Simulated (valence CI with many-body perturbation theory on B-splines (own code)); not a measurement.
Forbidden lines of Rh30+

Calculated by configuration interaction combined with many-body perturbation theory (CI+MBPT): five valence electrons over a frozen Dirac-Fock core [Ne], a basis of 11 s, 11 p, 10 d, 8 f, 5 g, 2 h functions for each j, with the one-electron correlation potential Σ1, the two-electron term Σ2, the three-electron term Σ3, Breit, model QED; selected CI, second order for the rest, scaled by the run's own slope (own B-spline code, finite nucleus).

No measured spectrum was set against this ion. As an estimate, large intervals hold to a few tenths of a per cent, small ones and those within an open d or f shell to about a per cent. Among the levels kept, up to 3700 cm⁻¹ of a level comes from second order outside the variational space, and about a tenth of that is noise between levels of different J, which matters for small intervals.

Lines 1 to 18 of 18 in falling wavelength, among levels below 362.32 eV, chosen from the decays that carry over 1 % of a level's rate. Wavelengths and rates use the calculated energies. Electric multipoles are in the length gauge with retardation, E1 and E2 with the static RPA response of the core. M1 uses the relativistic operator with retardation. S is in atomic units (e²a₀⁴ for E2 and M2, e²a₀⁶ for E3), for M1 in squared Bohr magnetons. Weak lines are less certain than strong ones. Lines between different terms over intervals too small for the method are left out, as are lines whose strength nearly cancels.

Levels are named by their leading jj configuration (3d3/2^4 stands for four electrons in 3d with j = 3/2), which in mixed levels can hold well under half, so a name can repeat and another be missing. Letters in brackets count levels of one name in rising energy.

```
λ vac (nm)                           Upper                               Lower  Type   A (s⁻¹)  S (a.u.)
     211.4  (3s^2 3p1/2 3p3/2 3d5/2) J=9/2  (3s^2 3p1/2 3p3/2 3d5/2) J=7/2 [a]    M1  2.65e+02  9.28e-01
     199.7      (3s^2 3p1/2 3p3/2^2) J=5/2          (3s^2 3p1/2 3p3/2^2) J=3/2    M1  6.87e+02  1.22e+00
     145.9  (3s^2 3p1/2 3p3/2 3d5/2) J=9/2      (3s^2 3p1/2 3p3/2 3d3/2) J=7/2    M1  5.14e+03  5.91e+00
     60.02      (3s^2 3p3/2^2 3d5/2) J=9/2  (3s^2 3p1/2 3p3/2 3d5/2) J=7/2 [b]    M1  4.91e+04  3.93e+00
     45.62  (3s^2 3p1/2 3p3/2 3d5/2) J=9/2          (3s^2 3p1/2^2 3d5/2) J=5/2    E2  7.89e+01  1.39e-02
     44.69      (3s^2 3p1/2 3p3/2^2) J=3/2          (3s^2 3p1/2^2 3p3/2) J=3/2    M1  2.43e+05  3.22e+00
     44.21            (3s^2 3p3/2^3) J=3/2          (3s^2 3p1/2 3p3/2^2) J=1/2    M1  6.07e+04  7.78e-01
     38.69      (3s^2 3p3/2^2 3d5/2) J=9/2      (3s^2 3p1/2 3p3/2 3d5/2) J=9/2    M1  1.39e+05  2.99e+00
     36.52      (3s^2 3p1/2 3p3/2^2) J=5/2          (3s^2 3p1/2^2 3p3/2) J=3/2    M1  4.63e+04  5.01e-01
     36.52      (3s^2 3p1/2 3p3/2^2) J=5/2          (3s^2 3p1/2^2 3p3/2) J=3/2    E2  5.84e+02  2.03e-02
     34.56            (3s^2 3p3/2^3) J=3/2          (3s^2 3p1/2 3p3/2^2) J=5/2    M1  1.13e+05  6.90e-01
     32.70      (3s^2 3p3/2^2 3d5/2) J=9/2  (3s^2 3p1/2 3p3/2 3d5/2) J=7/2 [a]    M1  9.91e+04  1.29e+00
     30.58      (3s^2 3p3/2^2 3d5/2) J=9/2      (3s^2 3p1/2 3p3/2 3d3/2) J=7/2    M1  4.67e+04  4.95e-01
     29.67      (3s^2 3p1/2 3p3/2^2) J=1/2          (3s^2 3p1/2^2 3p3/2) J=3/2    M1  2.64e+05  5.11e-01
     29.46            (3s^2 3p3/2^3) J=3/2          (3s^2 3p1/2 3p3/2^2) J=3/2    M1  5.27e+05  2.00e+00
     22.89  (3s^2 3p1/2 3p3/2 3d5/2) J=9/2          (3s 3p1/2^2 3p3/2^2) J=5/2    E2  2.89e+02  1.62e-03
     17.76            (3s^2 3p3/2^3) J=3/2          (3s^2 3p1/2^2 3p3/2) J=3/2    M1  7.98e+03  6.63e-03
     9.848  (3s^2 3p1/2 3p3/2 3d5/2) J=9/2          (3s^2 3p1/2 3p3/2^2) J=5/2    M2  8.04e+02  6.65e-05
```
